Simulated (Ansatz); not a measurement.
Ansatz (a first-principles code) input (CCSD(T)/STO-3G):

Ansatz 0.2 input:
```yaml
crystal:
  periodic: [false, false, false]
  atoms:
    - {symbol: Br, position_ang: [-0.96839463, 2.36832120, -0.76591992]}
    - {symbol: Sn, position_ang: [-0.00000000, 0.00000000, -0.00000000]}
    - {symbol: Br, position_ang: [-1.84501322, -1.88866956, -0.40276580]}
    - {symbol: Br, position_ang: [0.62835249, 0.09191568, 2.59424198]}
    - {symbol: Br, position_ang: [2.18505536, -0.57156732, -1.42555626]}
basis:
  gaussian:
    orbitals: STO-3G
total_charge: -1
magnetization: {spin_polarized: true, initial_magnetization: 1}
correlation: {method: ccsd_t, electrons: outside_noble_gas}
```

Output:

```
Functional definition: HF
integrals: 0.20 GiB planned
1066 factors; integrals over basis functions are off by at most 1.8e-5 eV
mean field: 1.58 GiB planned
mean field evaluation 1: about -439246.1590 eV, gradient 1.2e1 eV
mean field evaluation 2: about -439246.2000 eV, gradient 1.2e1 eV
mean field evaluation 4: about -439248.6258 eV, gradient 6.3e-1 eV
mean field evaluation 8: about -439248.6407 eV, gradient 4.1e-6 eV
mean field evaluation 16: about -439248.6407 eV, gradient 1.3e-6 eV
mean field evaluation 32: about -439245.9913 eV, gradient 1.4e-3 eV
mean field -439248.64067337 eV, -16142.0898113243 hartree, gradient 1.3e-6 eV, S^2 0.767715; 2 other end points of the search recorded, 0 dependent functions left out
determinant -439248.64067337 eV, -16142.0898113243 hartree, with singles and doubles -439249.85075454 eV, -16142.1342809871 hartree
determinant -439245.99126153 eV, -16141.9924472347 hartree, with singles and doubles -439247.30880904 eV, -16142.0408662128 hartree
determinant -439245.93810946 eV, -16141.9904939324 hartree, with singles and doubles -439247.30757076 eV, -16142.0408207070 hartree
79 core orbitals not correlated
reference -439248.64067337 eV, -16142.0898113243 hartree; 17, 16 occupied and 3, 4 virtual orbitals, 1066 factors
second order -0.90605997 eV of doubles, -0.00000000 eV of singles
coupled cluster: 0.10 GiB planned
cycle   1  -1.21011795 eV  change   -3.7e-5 eV  update   1.9e-4
cycle   2  -1.21013046 eV  change   -1.3e-5 eV  update   9.3e-5
cycle   3  -1.21013251 eV  change   -2.0e-6 eV  update   3.1e-5
perturbative correction -0.04958047 eV, -0.0018220485 hartree
Total energy: -439249.90038635 eV, -16142.1361049223 hartree
```
